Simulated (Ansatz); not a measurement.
Relaxation of BH₅O₃ (9 atoms, charge 0, multiplicity 1), to a largest force component of 0.03 eV/Å in at most 50 steps.

All numbers below come from Ansatz 0.2.0, RKS PBE/6-31G*.

```xyz
9
Properties=species:S:1:pos:R:3:forces:R:3
B -0.053 -0.398 -0.122 -0.04 -0.02 -0.47
H -0.085 -0.786 1.016 -0.04 -0.30 0.28
O 1.153 -0.242 -0.776 0.02 0.01 0.05
H 1.887 -0.560 -0.219 -0.02 0.01 -0.02
O -1.179 -0.210 -0.875 0.03 0.01 0.03
H -1.970 -0.206 -0.306 0.00 -0.01 -0.01
O -0.121 1.813 1.271 0.28 -0.33 0.16
H 0.621 1.975 0.648 -0.14 -0.03 0.10
H 0.131 0.945 1.679 -0.09 0.65 -0.13
```

Q: Where does it end, and by what steps?

A: The forces met the threshold. The force dipped under the threshold on the way, but the program's further checks kept it going. After 16 steps the energy has fallen by 0.121 eV; H9 moved furthest, 0.93 Å.

```csv
step,energy less start (eV),largest force component (eV/Å),accepted
0,0.0000,0.647,yes
1,-0.0581,0.476,yes
2,-0.0484,1.079,no
3,-0.0690,0.475,yes
4,-0.0869,0.268,yes
5,-0.0959,0.238,yes
6,-0.1032,0.525,yes
7,-0.1134,0.115,yes
8,-0.1185,0.043,yes
9,-0.1186,0.173,yes
10,-0.1153,0.421,no
11,-0.1205,0.046,yes
12,-0.1169,0.435,no
13,-0.1208,0.016,yes
14,-0.1210,0.063,yes
15,-0.1210,0.040,no
16,-0.1212,0.015,yes
```

```xyz
9
Properties=species:S:1:pos:R:3
B -0.138 -0.532 -0.186
H -0.239 -1.318 0.731
O 1.096 -0.055 -0.594
H 1.803 -0.479 -0.073
O -1.207 -0.107 -0.924
H -2.040 -0.426 -0.532
O -0.010 1.888 1.359
H 0.459 1.734 0.512
H 0.659 1.626 2.023
```

Run time: 29 s on 1 thread of Arm Neoverse V2, with other jobs on the host, peak memory 0.12 GiB.
